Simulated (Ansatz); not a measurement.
`CB([SiH3])[SiH3]` + `CNC` → `CN(C)[SiH3]` + `CB[SiH3]` at 700 K and 1 bar (cleavage of the Si–B bond).

Gas-phase electronic energies from Ansatz, PBE0-D4/def2-TZVP geometries. CCSD(T)/CBS adds triple-zeta CCSD(T) − MP2 to the extrapolated MP2 energy (def2 sets, frozen cores).

```csv
species,CCSD(T)/CBS energy (Eh),H − E (kJ/mol),S (J/(mol·K))
`CB([SiH3])[SiH3]`,-646.38116,328.1,522.6
`CNC`,-135.00321,296.9,352.4
`CN(C)[SiH3]`,-425.29981,360.6,448.6
`CB[SiH3]`,-356.10570,258.6,419.3
```

H − E and S are ideal-gas, rigid-rotor, harmonic terms from PBE0-D4/def2-TZVP, for one conformer and one mirror image of each species. 1 Eh = 2625.50 kJ/mol, R = 8.31446 J/(mol·K).

Question: By hand: ΔE, ΔH, ΔS and ΔG.

Answer: ΔE = (-425.29981) + (-356.10570) − (-646.38116) − (-135.00321) = -0.02114 Eh = -55.5 kJ/mol. Δ(H − E) = 360.6 + 258.6 − 328.1 − 296.9 = -5.8, so ΔH = -61.3 kJ/mol. ΔS = 448.6 + 419.3 − 522.6 − 352.4 = -7.1 J/(mol·K). ΔG = -61.3 − 700 × (-7.1)/1000 = -56.3 kJ/mol.

Question: By hand: the equilibrium constant, and the temperature at which ΔG would vanish if ΔH and ΔS stayed fixed.

Answer: log₁₀ K = −ΔG/(RT ln 10) = 4.2. ΔG = 0 at ΔH/ΔS = 8634 K, far beyond where these terms or the molecules hold.

The number of gas molecules stays the same, so ΔS is small and ΔH decides. A doubt of 5 kJ/mol in ΔE shifts log₁₀ K by 0.4 here. Other conformers and mirror images would add mixing entropy, several J/(mol·K) or more a flexible species. Modes under 60 cm⁻¹, often nearly free rotors, make the harmonic entropy too high. These are equilibria of isolated gas molecules and say nothing of rates. Largest T1 diagnostic: 0.013 (customary marks: 0.02 for closed shells, 0.045 for open ones).
